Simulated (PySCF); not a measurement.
# How the method changes the constants of TlC⁻

State: triplet, unpaired electrons σ ↑, π ↑. Set-up: Tl aug-cc-pVDZ-PP with ECP60, C aug-cc-pVDZ; scalar-relativistic core potentials (PySCF 2.14). De refers to Tl + C⁻ in their high-spin ground configurations, without counterpoise correction. The functionals are run spin-unrestricted. A positive dipole points towards C; it is taken about the centre of mass and depends on that origin. Levels whose curve was spin-contaminated or gave no clean fit are not listed.

```csv
Level,Re (Å),ωe (cm⁻¹),De (eV),μ (D)
ROHF-MP2,2.159,547,1.83,n/a
ROHF-SCS-MP2,2.174,530,n/a,n/a
ROHF-CCSD,2.235,406,1.67,n/a
ROHF-CCSD(T),2.238,412,1.93,n/a
```

(1) What does the triples do here, going from ROHF-CCSD to ROHF-CCSD(T)?

Correlated steps freeze 5 core orbitals. Correlated levels converge slowly with the basis: in double zeta they bind strong bonds too weakly, by up to about 1 eV, and carry superposition errors of some tenths. These are scalar-relativistic numbers at best; spin–orbit coupling would shift them, the dissociation energy most. For an ion De counts to the pair picked by the measured ionisation energies or electron affinities, which need not be the lowest pair at this level. The CCSD T1 diagnostic is raised, a sign that a single reference may not be enough here. The state was picked by a PBE0 search and need not be the measured ground state.

The whole job (state search and all levels along the bond) took about 3.9 min on 1 thread of Oxide Virtual Turin-like (shared host), peak memory 0.73 GiB.

## Answers

(1) ROHF-CCSD(T) less ROHF-CCSD: +0.3 pm in Re, +1.5 % in ωe, +0.26 eV in De. Correlation nearly always deepens the well. The bond lengthens, as in strong covalent bonds, where excitations into antibonding orbitals dominate.
